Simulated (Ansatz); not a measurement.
**Pulling the pair apart**

The pair of N$_{2}$ (SMILES N#N, atoms 1–2) and H$_{2}$ (SMILES [H][H], atoms 3–4), both closed shells, in one local arrangement (a lower one may exist), relaxed at PBE0-D4/def2-TZVP:

```tsv
atom	x (Å)	y (Å)	z (Å)
N1	0.0049	0.2071	-2.4884
N2	0.0649	-0.0446	-1.4302
H3	-0.0093	-0.1161	1.5886
H4	-0.0607	-0.0463	2.3299
```

H$_{2}$ is shifted rigidly along the line between the mean atom positions of the two fragments (negative: closer). Counterpoise interaction energies in kcal/mol. Computed with Ansatz 0.2.0 (basis: def2-TZVPPD); correlated methods freeze the cores. B3LYP uses VWN-RPA correlation.

| shift (Å) | r2SCAN-D4 | PBE0-D4 | B3LYP-D4 |
| --- | --- | --- | --- |
| -0.30 | 0.26 | -0.12 | 0.05 |
| -0.15 | 0.12 | -0.21 | -0.05 |
| 0.00 | 0.04 | -0.24 | -0.09 |
| 0.15 | 0.00 | -0.23 | -0.10 |
| 0.36 | -0.03 | -0.20 | -0.09 |
| 0.76 | -0.04 | -0.13 | -0.06 |
| 1.51 | -0.03 | -0.05 | -0.03 |
| 3.02 | -0.01 | -0.01 | -0.01 |

Problem. What does CCSD(T) give at these shifts? (Judge from chemistry; the value comes from the calculation.)

Solution. By the calculation: -0.04, -0.14, -0.18, -0.18, -0.16, -0.11, -0.05, -0.01 kcal/mol. For zero shift, CCSD(T) at an estimated basis limit (MP2 extrapolated from triple and quadruple zeta, plus CCSD(T) − MP2 in triple zeta) gives -0.20 kcal/mol. These are counterpoise interaction energies, counted from the two frozen fragments.

The T1 diagnostic stays at or below 0.013.

For scale, one of the runs: CCSD(T)/def2-TZVPPD, 108 basis functions, launched by `ansatz run in.yaml --threads 2 --pin off --events-out ev --progress --plain --max-ram 5222MiB`. The run took about 1.4 s on 2 CPU threads (shared host).
